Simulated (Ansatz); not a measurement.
Wavefunction ladder for C₂H₈O₄Si, SMILES `CO[Si](O)(O)OC`

```xyz
15

C     2.188   -0.657   -0.170
O     0.857   -1.073    0.048
Si   -0.294   -0.144    0.725
O    -1.583   -1.111    0.970
O     0.350    0.505    2.075
O    -0.800    1.101   -0.189
C    -1.566    0.964   -1.367
H     2.759   -1.518   -0.523
H     2.237    0.130   -0.929
H     2.643   -0.284    0.752
H    -1.402   -2.015    1.232
H    -0.078    1.286    2.425
H    -0.985    0.486   -2.163
H    -1.859    1.961   -1.700
H    -2.467    0.371   -1.187
```

Charge 0, multiplicity 1. All single points use the PBE0-D4/def2-TZVP geometry. It is one conformer, not always the lowest. Frozen core, restricted reference, Ansatz 0.2.0.

```csv
basis,HF (Eh),MP2 corr.,CCSD corr.,(T),CCSD(T) total
def2-SVP,-668.57485,-1.10739,-1.15972,-0.02616,-669.76073
def2-TZVPP,-669.16826,-1.41041,–,–,–
def2-QZVPP,-669.19692,-1.52059,–,–,–
```
